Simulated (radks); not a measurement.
Fractional charge and spin in the 4s shell of arsenic: the spin-up occupation runs from 0 to 1 and the spin-down occupation from 0 to 1; the fullest corner is As2+, [Ar] 3d10 4p(up 0.5, down 0.5) 4s(up 1, down 1). All-electron calculation, non-relativistic Kohn-Sham, TPSS, spin-polarised, spherical densities, point nucleus; meta-GGA in the generalised Kohn-Sham scheme. Program: a radial shooting solver on a logarithmic mesh with Libxc functionals. Energy (eV) minus the two flat planes that join the four corners (they meet along the diagonal where the two added fractions sum to one electron); zero is where a piecewise linear energy would lie.

| down \ up | 0 | 0.25 | 0.5 | 0.75 | 1 |
|---|---|---|---|---|---|
| 0 | 0.000 | -1.023 | -1.369 | -1.030 | 0.000 |
| 0.25 | -1.023 | -1.223 | -0.753 | 0.391 | -0.963 |
| 0.5 | -1.369 | -0.753 | 0.522 | -0.718 | -1.287 |
| 0.75 | -1.030 | 0.391 | -0.718 | -1.172 | -0.967 |
| 1 | 0.000 | -0.963 | -1.287 | -0.967 | 0.000 |

Corners above the fullest one (they belong to As3+ and the next ion): (up 1, down 0) 38.135 eV, (up 0, down 1) 38.135 eV, (up 0, down 0) 88.991 eV. With half an added electron in each spin the energy lies 0.522 eV from the planes, and with half an added electron in spin up alone -1.369 eV. The planes are only a guide here: the flat-plane condition holds for ground states with one frontier orbital, while this shell lies below other occupied shells, so the corners above the fullest one are inner-hole states and not the ground states of those ions.
